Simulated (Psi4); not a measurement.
Input for Psi4: SAPT0/jun-cc-pV(D+d)Z on H6N2 (a complex), monomers drawn apart or pushed together.

```
memory 8100 MB

molecule dimer {
0 1
N    -0.20289106   -0.03619853    0.25073189
H     0.01978596    0.13166488    1.23082627
H     0.61315511   -0.45501647   -0.18129993
H    -0.33970917    0.86601874   -0.19108999
--
0 1
N    -0.06758768    0.09044289    4.36086710
H    -0.89013548   -0.49977092    4.30394042
H     0.63205746   -0.41108744    4.89583667
H    -0.32069377    0.91755230    4.88913508
units angstrom
symmetry c1
no_reorient
no_com
}

set {
  basis jun-cc-pV(D+d)Z
  scf_type df
  freeze_core true
}

energy('sapt0')
```

It printed:

```
[...]
==> Input File <==

--------------------------------------------------------------------------
memory 8100 MB

molecule dimer {
0 1
N    -0.20289106   -0.03619853    0.25073189
H     0.01978596    0.13166488    1.23082627
H     0.61315511   -0.45501647   -0.18129993
H    -0.33970917    0.86601874   -0.19108999
--
0 1
N    -0.06758768    0.09044289    4.36086710
H    -0.89013548   -0.49977092    4.30394042
H     0.63205746   -0.41108744    4.89583667
H    -0.32069377    0.91755230    4.88913508
units angstrom
symmetry c1
no_reorient
no_com
}

set {
  basis jun-cc-pV(D+d)Z
  scf_type df
  freeze_core true
}

energy('sapt0')
--------------------------------------------------------------------------


   => Loading Basis Set <=

    Name: JUN-CC-PV(D+D)Z
    Role: ORBITAL
    Keyword: BASIS
    atoms 1, 5     entry N          line   222 file jun-cc-pv_dpd_z.gbs
    atoms 2-4, 6-8 entry H          line    60 file jun-cc-pv_dpd_z.gbs

   => Loading Basis Set <=

    Name: JUN-CC-PV(D+D)Z
    Role: ORBITAL
    Keyword: BASIS
    atoms 1, 5     entry N          line   222 file jun-cc-pv_dpd_z.gbs
    atoms 2-4, 6-8 entry H          line    60 file jun-cc-pv_dpd_z.gbs


  //>>>>>>>>>>>>>>>>>>>>>>>>>>>>>>>>>>>//
  //              Dimer HF             //
  //<<<<<<<<<<<<<<<<<<<<<<<<<<<<<<<<<<<//

   => Libint2 <=

    Primary   basis highest AM E, G, H:  7, 6, 3
    Auxiliary basis highest AM E, G, H:  7, 7, 4
    Onebody   basis highest AM E, G, H:  -, -, -
    Solid Harmonics ordering:            Gaussian


   => Loading Basis Set <=

    Name: JUN-CC-PV(D+D)Z
    Role: ORBITAL
    Keyword: BASIS
    atoms 1, 5     entry N          line   222 file jun-cc-pv_dpd_z.gbs
    atoms 2-4, 6-8 entry H          line    60 file jun-cc-pv_dpd_z.gbs


         ---------------------------------------------------------
                                   SCF
               by Justin Turney, Rob Parrish, Andy Simmonett
                          and Daniel G. A. Smith
                              RHF Reference
                        4 Threads,   7724 MiB Core
         ---------------------------------------------------------

  ==> Geometry <==

    Molecular point group: c1
    Full point group: C1

    Geometry (in Angstrom), charge = 0, multiplicity = 1:

       Center              X                  Y                   Z               Mass
    ------------   -----------------  -----------------  -----------------  -----------------
         N           -0.202891060000    -0.036198530000     0.250731890000    14.003074004430
         H            0.019785960000     0.131664880000     1.230826270000     1.007825032230
         H            0.613155110000    -0.455016470000    -0.181299930000     1.007825032230
         H           -0.339709170000     0.866018740000    -0.191089990000     1.007825032230
         N           -0.067587680000     0.090442890000     4.360867100000    14.003074004430
         H           -0.890135480000    -0.499770920000     4.303940420000     1.007825032230
         H            0.632057460000    -0.411087440000     4.895836670000     1.007825032230
         H           -0.320693770000     0.917552300000     4.889135080000     1.007825032230

  Running in c1 symmetry.

  Rotational constants: A =      3.68868  B =      0.04992  C =      0.04976 [cm^-1]
  Rotational constants: A = 110583.87425  B =   1496.57420  C =   1491.77950 [MHz]
  Nuclear repulsion =   36.466759316917617

  Charge       = 0
  Multiplicity = 1
  Electrons    = 20
  Nalpha       = 10
  Nbeta        = 10

  ==> Algorithm <==

  SCF Algorithm Type is DF.
  DIIS enabled.
  MOM disabled.
  Fractional occupation disabled.
  Guess Type is SAD.
  Energy threshold   = 1.00e-08
  Density threshold  = 1.00e-08
  Integral threshold = 1.00e-12

  ==> Primary Basis <==

  Basis Set: JUN-CC-PV(D+D)Z
    Blend: JUN-CC-PV(D+D)Z
    Number of shells: 34
    Number of basis functions: 66
    Number of Cartesian functions: 68
    Spherical Harmonics?: true
    Max angular momentum: 2

   => Loading Basis Set <=

    Name: (JUN-CC-PV(D+D)Z AUX)
    Role: JKFIT
    Keyword: DF_BASIS_SCF
    atoms 1, 5     entry N          line   202 file jun-cc-pvdz-jkfit.gbs
    atoms 2-4, 6-8 entry H          line    70 file jun-cc-pvdz-jkfit.gbs

  ==> Integral Setup <==

  DFHelper Memory: AOs need 0.011 GiB; user supplied 5.658 GiB.
  SCF_SUBTYPE=INCORE selected. In-core MEM_DF algorithm will be used.
  Using in-core AOs.

  ==> MemDFJK: Density-Fitted J/K Matrices <==

    J tasked:                   Yes
    K tasked:                   Yes
    wK tasked:                   No
    OpenMP threads:               4
    Algorithm:                 Core
    Schwarz Cutoff:           1E-12
    Mask sparsity (%):       5.2342
    Fitting Condition:        1E-10

   => Auxiliary Basis Set <=

  Basis Set: (JUN-CC-PV(D+D)Z AUX)
    Blend: JUN-CC-PVDZ-JKFIT
    Number of shells: 108
    Number of basis functions: 296
    Number of Cartesian functions: 332
    Spherica
[...]
  2.821522    53A      2.823798
      54A      3.022306    55A      3.068810    56A      3.297581
      57A      3.301557    58A      3.529896    59A      3.578664
      60A      3.591917    61A      3.660213    62A      3.678042
      63A      4.990856    64A      6.009568    65A      6.021623
      66A     25.424627

    Final Occupation by Irrep:
              A
    DOCC [     5 ]
    NA   [     5 ]
    NB   [     5 ]

  @DF-RHF Final Energy:   -56.20282360555814

   => Energetics <=

    Nuclear Repulsion Energy =             11.9334575983978848
    One-Electron Energy =                 -99.5149955922413909
    Two-Electron Energy =                  31.3787143882853705
    Total Energy =                        -56.2028236055581374

Computation Completed


Properties will be evaluated at   0.000000,   0.000000,   0.000000 [a0]

Properties computed using the SCF density matrix


 Multipole Moments:

 ------------------------------------------------------------------------------------
     Multipole            Electronic (a.u.)      Nuclear  (a.u.)        Total (a.u.)
 ------------------------------------------------------------------------------------

 L = 1.  Multiply by 2.5417464519 to convert [e a0] to [Debye]
 Dipole X            :          1.7515504           -1.9877756           -0.2362252
 Dipole Y            :         -1.3753455            1.2090358           -0.1663098
 Dipole Z            :        -83.6903646           84.3100968            0.6197322
 Magnitude           :                                                    0.6837611

 ------------------------------------------------------------------------------------

  Constructing Basis Sets for SAPT...

   => Loading Basis Set <=

    Name: (JUN-CC-PV(D+D)Z AUX)
    Role: RIFIT
    Keyword: DF_BASIS_SAPT
    atoms 1, 5     entry N          line   144 file jun-cc-pvdz-ri.gbs
    atoms 2-4, 6-8 entry H          line    30 file jun-cc-pvdz-ri.gbs

   => Loading Basis Set <=

    Name: (JUN-CC-PV(D+D)Z AUX)
    Role: JKFIT
    Keyword: DF_BASIS_ELST
    atoms 1, 5     entry N          line   202 file jun-cc-pvdz-jkfit.gbs
    atoms 2-4, 6-8 entry H          line    70 file jun-cc-pvdz-jkfit.gbs


  //>>>>>>>>>>>>>>>>>>>>>>>>>>>>>>>>>>>//
  //               SAPT0               //
  //<<<<<<<<<<<<<<<<<<<<<<<<<<<<<<<<<<<//



        SAPT0
    Ed Hohenstein
     6 June 2009

      Orbital Information
  --------------------------
    NSO        =        66
    NMO        =        66
    NRI        =       214
    NRI (Elst) =       296
    NOCC A     =         5
    NOCC B     =         5
    FOCC A     =         1
    FOCC B     =         1
    NVIR A     =        61
    NVIR B     =        61

    Elst10,r            =    -0.002630091874 [Eh]
    Exch10              =     0.000475446298 [Eh]
    Exch10 (S^2)        =     0.000475214347 [Eh]

    Maxiter = 50
    CPHF R converge = 1.000000E-08

    Iter     Energy [mEh]          dE [mEh]         Residual      Time [s]
       1      -0.11387214       0.113872139     2.240458e-03             0
       2      -0.14366004       0.029787904     9.727942e-04             0
       3      -0.14884698       0.005186933     2.350548e-04             0
       4      -0.14882735      -0.000019623     6.855110e-05             0
       5      -0.14847103      -0.000356322     1.138179e-05             0
       6      -0.14853951       0.000068483     2.044733e-06             0
       7      -0.14853327      -0.000006240     3.477952e-07             0
       8      -0.14853362       0.000000348     7.540797e-08             0
       9      -0.14853367       0.000000048     1.466840e-08             0
      10      -0.14853365      -0.000000021     3.161055e-09             0

    CHF Iterations converged

    Maxiter = 50
    CPHF R converge = 1.000000E-08

    Iter     Energy [mEh]          dE [mEh]         Residual      Time [s]
       1      -0.09189743       0.091897429     1.537942e-03             0
       2      -0.11818366       0.026286232     5.965364e-04             0
       3      -0.11961739       0.001433729     1.675939e-04             0
       4      -0.11893733      -0.000680062     3.616867e-05             0
       5      -0.11889842      -0.000038910     7.288267e-06             0
       6      -0.11892699       0.000028574     1.391692e-06             0
       7      -0.11892200      -0.000004994     2.761231e-07             0
       8      -0.11892258       0.000000581     4.880395e-08             0
       9      -0.11892255      -0.000000029     9.754961e-09             0

    CHF Iterations converged

    Ind20,r (A<-B)      =    -0.000148533650 [Eh]
    Ind20,r (B<-A)      =    -0.000118922549 [Eh]
    Ind20,r             =    -0.000267456198 [Eh]
    Exch-Ind20,r (A<-B) =     0.000005130022 [Eh]
    Exch-Ind20,r (B<-A) =     0.000065404224 [Eh]
    Exch-Ind20,r        =     0.000070534246 [Eh]
    Disp20              =    -0.000398388370 [Eh]
    Disp20 (SS)         =    -0.000199194185 [Eh]
    Disp20 (OS)         =    -0.000199194185 [Eh]
    Exch-Disp20         =     0.000030034008 [Eh]
    Exch-Disp20 (SS)    =     0.000017006860 [Eh]
    Exch-Disp20 (OS)    =     0.000013027149 [Eh]

    SAPT Results
  --------------------------------------------------------------------------------------------------------
    Electrostatics                 -2.63009187 [mEh]      -1.65040757 [kcal/mol]      -6.90530526 [kJ/mol]
      Elst10,r                     -2.63009187 [mEh]      -1.65040757 [kcal/mol]      -6.90530526 [kJ/mol]

    Exchange                        0.47544630 [mEh]       0.29834706 [kcal/mol]       1.24828408 [kJ/mol]
      Exch10                        0.47544630 [mEh]       0.29834706 [kcal/mol]       1.24828408 [kJ/mol]
      Exch10(S^2)                   0.47521435 [mEh]       0.29820150 [kcal/mol]       1.24767510 [kJ/mol]

    Induction                      -0.24317280 [mEh]      -0.15259324 [kcal/mol]      -0.63845011 [kJ/mol]
      Ind20,r                      -0.26745620 [mEh]      -0.16783130 [kcal/mol]      -0.70220615 [kJ/mol]
      Exch-Ind20,r                  0.07053425 [mEh]       0.04426091 [kcal/mol]       0.18518764 [kJ/mol]
      delta HF,r (2)               -0.04625085 [mEh]      -0.02902285 [kcal/mol]      -0.12143159 [kJ/mol]

    Dispersion                     -0.36835436 [mEh]      -0.23114585 [kcal/mol]      -0.96711424 [kJ/mol]
      Disp20                       -0.39838837 [mEh]      -0.24999248 [kcal/mol]      -1.04596852 [kJ/mol]
      Exch-Disp20                   0.03003401 [mEh]       0.01884662 [kcal/mol]       0.07885428 [kJ/mol]
      Disp20 (SS)                  -0.19919418 [mEh]      -0.12499624 [kcal/mol]      -0.52298426 [kJ/mol]
      Disp20 (OS)                  -0.19919418 [mEh]      -0.12499624 [kcal/mol]      -0.52298426 [kJ/mol]
      Exch-Disp20 (SS)              0.01700686 [mEh]       0.01067197 [kcal/mol]       0.04465150 [kJ/mol]
      Exch-Disp20 (OS)              0.01302715 [mEh]       0.00817466 [kcal/mol]       0.03420277 [kJ/mol]

  Total HF                         -2.39781838 [mEh]      -1.50465375 [kcal/mol]      -6.29547129 [kJ/mol]
  Total SAPT0                      -2.76617274 [mEh]      -1.73579960 [kcal/mol]      -7.26258553 [kJ/mol]

  Special recipe for scaled SAPT0 (see Manual):
    Electrostatics sSAPT0          -2.63009187 [mEh]      -1.65040757 [kcal/mol]      -6.90530526 [kJ/mol]
    Exchange sSAPT0                 0.47544630 [mEh]       0.29834706 [kcal/mol]       1.24828408 [kJ/mol]
    Induction sSAPT0               -0.24306947 [mEh]      -0.15252840 [kcal/mol]      -0.63817881 [kJ/mol]
    Dispersion sSAPT0              -0.36831036 [mEh]      -0.23111824 [kcal/mol]      -0.96699872 [kJ/mol]
  Total sSAPT0                     -2.76602541 [mEh]      -1.73570715 [kcal/mol]      -7.26219871 [kJ/mol]
  --------------------------------------------------------------------------------------------------------



*** Psi4 exiting successfully. Buy a developer a beer!
```

The run finished.

Cost: very roughly 5 core-seconds.
